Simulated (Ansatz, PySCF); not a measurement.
sulfur tetrafluoride anion (F4S), SMILES FS(F)(F)F (connectivity only; charge and spin as stated), charge -1, multiplicity 2. Atoms are numbered in the order given.

```xyz
5

F     -0.8159    -1.4039     0.0000
S      0.4978     0.0823     0.0000
F      0.4121     0.1260    -1.7735
F      0.4121     0.1260     1.7734
F     -0.8697     1.0299     0.0000
```
Charge -1, spin multiplicity 2.

Coordinates come from a r2SCAN-D4/def2-SVPD optimisation. The multiplicity is an assumed one; other spin states were not compared.

Two levels are set side by side: PBE-D3(BJ)/def2-SVPD (Ansatz, an electronic-structure program) and r2SCAN-D4/def2-SVPD (Ansatz). Each level has its own optimised geometry; the coordinates shown are those of the second. Frequencies come from the Hessian of PySCF at each geometry. Differences are taken from unrounded values.

| quantity | r2SCAN-D4 |
|---|---|
| mean bond length (Å) | 1.739 |
| bond S2–F3 (Å) | 1.776 |
| bond S2–F4 (Å) | 1.776 |
| bond S2–F5 (Å) | 1.664 |
| highest harmonic wavenumber (cm⁻¹) | 711 |
| mean harmonic wavenumber (cm⁻¹) | 386 |
| zero-point energy (kcal/mol) | 4.97 |

Question: What does PBE-D3(BJ) give, and how far is it from r2SCAN-D4? (Estimate from the structure and the level; the computed values follow.)

Answer: 
```json
[
 {"quantity": "mean bond length (Å)", "PBE-D3(BJ)": "1.757", "PBE-D3(BJ) minus r2SCAN-D4": "0.018"},
 {"quantity": "bond S2–F3 (Å)", "PBE-D3(BJ)": "1.798", "PBE-D3(BJ) minus r2SCAN-D4": "0.022"},
 {"quantity": "bond S2–F4 (Å)", "PBE-D3(BJ)": "1.798", "PBE-D3(BJ) minus r2SCAN-D4": "0.022"},
 {"quantity": "bond S2–F5 (Å)", "PBE-D3(BJ)": "1.674", "PBE-D3(BJ) minus r2SCAN-D4": "0.010"},
 {"quantity": "highest harmonic wavenumber (cm⁻¹)", "PBE-D3(BJ)": "690", "PBE-D3(BJ) minus r2SCAN-D4": "-21"},
 {"quantity": "mean harmonic wavenumber (cm⁻¹)", "PBE-D3(BJ)": "360", "PBE-D3(BJ) minus r2SCAN-D4": "-26"},
 {"quantity": "zero-point energy (kcal/mol)", "PBE-D3(BJ)": "4.63", "PBE-D3(BJ) minus r2SCAN-D4": "-0.34"}
]
```
